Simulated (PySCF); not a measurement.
## Electron correlation in Hf⁺ (hafnium, charge +1)

[Xe] 4f14 5d2 6s1, high-spin 4F determinant (an excited configuration). All numbers are calculated (PySCF 2.14, scalar relativity through the core potential, in def2-QZVPPD with the def2 core potential (60 electrons) (7s6p4d3f2g, 84 functions)). Frozen: 5s2 5p6; 3 electrons correlated.

```
  level  correlation energy (mhartree)
   CCSD                         -16.12
    (T)                          -0.15
CCSD(T)                         -16.27
```

Diagnostics: T1 = 0.0034, D1 = 0.0066, largest double amplitude 0.026.

Spin-orbit coupling, absent here, splits the open shell strongly.

Cost of the coupled-cluster step: of the order of 9 core-seconds, for 3 correlated electrons.
